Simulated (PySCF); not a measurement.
Choosing a molecule for a target property.

Species are written as SMILES; each is one conformer at its optimised geometry, gas phase, non-relativistic unless stated. Electronic properties by PySCF.

The conformers computed, where there is a choice (atom-mapped SMILES and torsion angles):
- `[CH2:1]=[N:2][C:3](=[O:4])[CH2:5][CH2:6][SiH2:7][CH3:8]`: C1–N2–C3–O4 93°, N2–C3–C5–C6 -147°, C3–C5–C6–Si7 -46°, C5–C6–Si7–C8 -147°
- `[CH3:1][Si:2]([CH3:3])([CH3:4])[Si:5]([Cl:6])([Cl:7])[Cl:8]`: C1–Si2–Si5–Cl6 180°
- `[CH3:1][C@H:2]([F:3])[SiH2:4][O:5][SiH2:6][O:7][SiH3:8]`: C1–C2–Si4–O5 52°, C2–Si4–O5–Si6 46°, Si4–O5–Si6–O7 -43°
- `[CH3:1][O:2]/[CH:3]=[C:4](\[Cl:5])[C@H:6]1[O:7][C:8](=[O:9])[SiH2:10]1`: C1–O2–C3–C4 -175°, C3–C4–C6–O7 4°

Question: Wanted: HOMO energy below -7 eV (PBE0/pcSseg-1) and dipole moment below 1.5 D (PBE0/pcSseg-1), at GFN2-xTB geometries. Which candidate meets both?
A. `C[C@H](F)[SiH2]O[SiH2]O[SiH3]`
B. `C[Si](C)(C)[Si](Cl)(Cl)Cl`
C. `CO/C=C(\Cl)[C@H]1OC(=O)[SiH2]1`
D. `C=NC(=O)CC[SiH2]C`

Answer: A. Computed values:
```
                       species  HOMO energy  dipole moment
     C[Si](C)(C)[Si](Cl)(Cl)Cl     -8.25 eV         3.34 D
 C[C@H](F)[SiH2]O[SiH2]O[SiH3]     -8.06 eV         1.18 D
             C=NC(=O)CC[SiH2]C     -7.43 eV         4.54 D
CO/C=C(\Cl)[C@H]1OC(=O)[SiH2]1     -6.54 eV         1.72 D
```
